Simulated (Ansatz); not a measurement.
Computed with Ansatz on PBE0-D4/def2-TZVP structures; ΔE is electronic, products minus reactants. CCSD(T)/CBS adds triple-zeta CCSD(T) − MP2 to the extrapolated MP2 energy (def2 sets, frozen cores). DFT in def2-TZVPP. def2 core potentials past Kr. For Sn outer-core shells are correlated without core-valence functions, which leaves a few kJ/mol of doubt a bond. One conformer a species, not always the lowest.

Consider the cleavage of the Si–Sn bond: `[SiH3][SnH]([Cl])[Cl]` + `S[SiH2]S` → `[SiH3]S[SiH2]S` + `[Cl][SnH2][Cl]`.

CCSD(T)/CBS gives -25.3 kJ/mol.

Question: Another level gave -25.7 kJ/mol. Which?
A. CCSD/def2-TZVPP
B. SCS-MP2/def2-TZVPP
C. PBE0/def2-TZVPP
D. PBE/def2-TZVPP

Answer: A. CCSD/def2-TZVPP -25.7, SCS-MP2/def2-TZVPP -30.0, PBE0 -21.2, PBE -16.9 kJ/mol.

Largest T1 diagnostic among the species: 0.012.

From PBE to PBE0 (25 % exact exchange), in def2-TZVPP and without D4, ΔE moves by −4.3 kJ/mol. The D4 term adds −5.7 kJ/mol with B3LYP and −2.9 kJ/mol with PBE0; it sums over pairs of atoms, weighted by their polarisabilities, and B3LYP, whose exchange is more repulsive, gets the larger term.

B3LYP here is the variant with VWN-RPA as its local correlation; programs differ in this.
